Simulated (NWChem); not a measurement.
System: C3H5BFN; SMILES C=C=CB(N)F

Input file for NWChem:

```
start job
memory heap 200 mb stack 900 mb global 1100 mb
geometry units angstroms noautosym nocenter noautoz
  C      0.251083    -2.710765     0.000000
  C     -0.309087    -1.530600     0.000000
  C     -0.850953    -0.333417     0.000000
  B      0.005613     0.972830     0.000000
  N     -0.579273     2.244030     0.000000
  F      1.344644     0.891602     0.000000
  H      0.496302    -3.220276     0.937539
  H      0.496302    -3.220276    -0.937539
  H     -1.948555    -0.276356     0.000000
  H     -0.025954     3.090600     0.000000
  H     -1.577410     2.394926     0.000000
end
basis spherical
  * library 6-31g*
end
dft
  xc b3lyp
  iterations 150
end
property
  response 1 0.0773
end
task dft property
```

Excerpt of the output:

```
             Northwest Computational Chemistry Package (NWChem) 7.3.0
             --------------------------------------------------------

                             Geometry "geometry" -> ""
                             -------------------------

 Output coordinates in angstroms (scale by  1.889725989 to convert to a.u.)

  No.       Tag          Charge          X              Y              Z
 ---- ---------------- ---------- -------------- -------------- --------------
    1 C                    6.0000     0.25108300    -2.71076500     0.00000000
    2 C                    6.0000    -0.30908700    -1.53060000     0.00000000
    3 C                    6.0000    -0.85095300    -0.33341700     0.00000000
    4 B                    5.0000     0.00561300     0.97283000     0.00000000
    5 N                    7.0000    -0.57927300     2.24403000     0.00000000
    6 F                    9.0000     1.34464400     0.89160200     0.00000000
    7 H                    1.0000     0.49630200    -3.22027600     0.93753900
    8 H                    1.0000     0.49630200    -3.22027600    -0.93753900
    9 H                    1.0000    -1.94855500    -0.27635600     0.00000000
   10 H                    1.0000    -0.02595400     3.09060000     0.00000000
   11 H                    1.0000    -1.57741000     2.39492600     0.00000000

 Effective nuclear repulsion energy (a.u.)     193.7855291217

                              NWChem Property Module
                              ----------------------

                                 NWChem DFT Module
                                 -----------------

 Summary of "ao basis" -> "ao basis" (spherical)
 ------------------------------------------------------------------------------
       Tag                 Description            Shells   Functions and Types
 ---------------- ------------------------------  ------  ---------------------
 C                           6-31g*                  6       14   3s2p1d
 B                           6-31g*                  6       14   3s2p1d
 N                           6-31g*                  6       14   3s2p1d
 F                           6-31g*                  6       14   3s2p1d
 H                           6-31g*                  2        2   2s

            General Information
            -------------------
          SCF calculation type: DFT
          Wavefunction type:  closed shell.
          No. of atoms     :    11
          No. of electrons :    44
           Alpha electrons :    22
            Beta electrons :    22
          Charge           :     0
          Spin multiplicity:     1
          Use of symmetry is: off; symmetry adaption is: off
          Maximum number of iterations: 150
          AO basis - number of functions:    94
                     number of shells:    46
          Convergence on energy requested:  1.00D-06
          Convergence on density requested:  1.00D-05
          Convergence on gradient requested:  5.00D-04

              XC Information
              --------------
                         B3LYP Method XC Potential
                     Hartree-Fock (Exact) Exchange  0.200
                        Slater Exchange Functional  0.800 local
                    Becke 1988 Exchange Functional  0.720 non-local
              Lee-Yang-Parr Correlation Functional  0.810
                  VWN I RPA Correlation Functional  0.190 local

             Grid Information
             ----------------
          Grid used for XC integration:  medium
          Radial quadrature: Mura-Knowles
          Angular quadrature: Lebedev.
          Tag              B.-S. Rad. Rad. Pts. Rad. Cut. Ang. Pts.
          ---              ---------- --------- --------- ---------
          C                   0.70       49          13.0       434
          B                   0.85       49          11.0       434
          N                   0.65       49          13.0       434
          F                   0.50       49          11.0       434
          H                   0.35       45          13.0       434
          Grid pruning is: on
          Number of quadrature shells:   519
          Spatial weights used:  Erf1

      Superposition of Atomic Density Guess
      -------------------------------------

 Sum of atomic energies:        -293.66408390

      Non-variational initial energy
      ------------------------------

 Total energy =    -296.701552
 1-e energy   =    -783.602430
 2-e energy   =     293.115350
 HOMO         =      -0.286061
 LUMO         =       0.002641

   convergence    iter        energy       DeltaE   RMS-Dens  Diis-err
 ---------------- ----- ----------------- --------- --------- ---------
 d= 0,ls=0.0,diis     1   -296.7377260935 -4.91D+02  1.41D-02  7.04D-01
 d= 0,ls=0.0,diis     2   -296.7658602106 -2.81D-02  6.05D-03  6.48D-01
 d= 0,ls=0.0,diis     3   -296.8176276798 -5.18D-02  2.09D-03  6.23D-02
 d= 0,ls=0.0,diis     4   -296.8226779484 -5.05D-03  6.23D-04  4.49D-03
 d= 0,ls=0.0,diis     5   -296.8232059407 -5.28D-04  1.70D-04  5.50D-04
  Resetting Diis
 d= 0,ls=0.0,diis     6   -296.8232779804 -7.20D-05  3.11D-05  1.11D-05
 d= 0,ls=0.0,diis     7   -296.8232792608 -1.28D-06  2.09D-05  1.76D-06
 d= 0,ls=0.0,diis     8   -296.8232789710  2.90D-07  1.28D-05  4.44D-06
 d= 0,ls=0.0,diis     9   -296.8232794572 -4.86D-07  1.24D-06  1.90D-08

         Total DFT energy =     -296.823279457187
      One electron energy =     -788.723317738683
           Coulomb energy =      337.768885869060
    Exchange-Corr. energy =      -39.654376709304
 Nuclear repulsion energy =      193.785529121740

 Numeric. integr. density =       43.999999110837

                       DFT Final Molecular Orbital Analysis
                       ------------------------------------

 Vector   20  Occ=2.000000D+00  E=-2.920870D-01
              MO Center= -3.4D-01,  1.2D+00,  1.4D-09, r^2= 3.1D+00
   Bfn.  Coefficient  Atom+Function         Bfn.  Coefficient  Atom+Function
  ----- ------------  ---------------      ----- ------------  ---------------
    61      0.448889   5 N  pz               65      0.370349   5 N  pz
    75     -0.234685   6 F  pz               33      0.211658   3 C  pz
    79     -0.177598   6 F  pz               47      0.171903   4 B  pz
    37      0.165012   3 C  pz               19      0.146108   2 C  pz
    23      0.068818   2 C  pz               86     -0.062282   7 H  s

 Vector   21  Occ=2.000000D+00  E=-2.543437D-01
              MO Center= -5.2D-01, -1.7D-01, -7.6D-10, r^2= 3.9D+00
   Bfn.  Coefficient  Atom+Function         Bfn.  Coefficient  Atom+Function
  ----- ------------  ---------------      ----- ------------  ---------------
    33      0.350451   3 C  pz               61     -0.324298   5 N  pz
    19      0.319383   2 C  pz               65     -0.281056   5 N  pz
    37      0.250806   3 C  pz               23      0.212174   2 C  pz
    86     -0.116186   7 H  s                88      0.116186   8 H  s
     5     -0.097366   1 C  pz               85     -0.093925   7 H  s

 Vector   22  Occ=2.000000D+00  E=-2.534721D-01
              MO Center= -1.0D-01, -1.9D+00,  1.4D-09, r^2= 2.3D+00
   Bfn.  Coefficient  Atom+Function         Bfn.  Coefficient  Atom+Function
  ----- ------------  ---------------      ----- ------------  ---------------
     3      0.377128   1 C  px               17      0.306079   2 C  px
     7      0.282722   1 C  px                4      0.177238   1 C  py
    21      0.177623   2 C  px               18      0.153788   2 C  py
    90      0.149480   9 H  s                 8      0.136861   1 C  py
    31     -0.132003   3 C  px               46      0.129769   4 B  py

 Vector   23  Occ=0.000000D+00  E=-8.034072D-03
              MO Center= -2.7D-01, -7.0D-01, -5.8D-10, r^2= 3.7D+00
   Bfn.  Coefficient  Atom+Function         Bfn.  Coefficient  Atom+Function
  ----- ------------  ---------------      ----- ------------  ---------------
    23      0.435492   2 C  pz               19      0.427697   2 C  pz
    37     -0.355914   3 C  pz               86     -0.347580   7 H  s
    88      0.347580   8 H  s                47     -0.274166   4 B  pz
    33     -0.268693   3 C  pz               51     -0.247848   4 B  pz
    65      0.214576   5 N  pz               61      0.183045   5 N  pz

 Vector   24  Occ=0.000000D+00  E= 2.900074D-02
              MO Center= -2.9D-01, -1.7D+00, -3.0D-11, r^2= 3.1D+00
   Bfn.  Coefficient  Atom+Function         Bfn.  Coefficient  Atom+Function
  ----- ------------  ---------------      ----- ------------  ---------------
    90     -0.541169   9 H  s                 7      0.520477   1 C  px
    21     -0.406133   2 C  px               17     -0.403478   2 C  px
     3      0.345044   1 C  px               22     -0.334379   2 C  py
    34      0.331620   3 C  s                48      0.233902   4 B  s
     8      0.212249   1 C  py               18     -0.193205   2 C  py

[...]

 DFT Linear Response polarizability / au
 Frequency  =       0.0773000 / au
 Wavelength =     589.4353558 / nm
              X              Y              Z
 -----------------------------------------------
 X      40.9440605    -17.5887903     -0.0000000
 Y     -17.5887815     90.1115025      0.0000000
 Z      -0.0000000      0.0000000     27.4045158
 -----------------------------------------------
 Eigenvalues =      35.2998989     95.7556641     27.4045158
 Isotropic   =      52.8200263
 Anisotropic =      64.7654078
 -----------------------------------------------

 Magnetic Dipole Response Matrix (nonzero elements):

 Exiting AOResponse driver routine
```

Level: B3LYP/6-31G* (spherical d). All runs use the structure optimised with PBE0/def2-SVP. B3LYP is NWChem's, with the RPA form of VWN correlation.
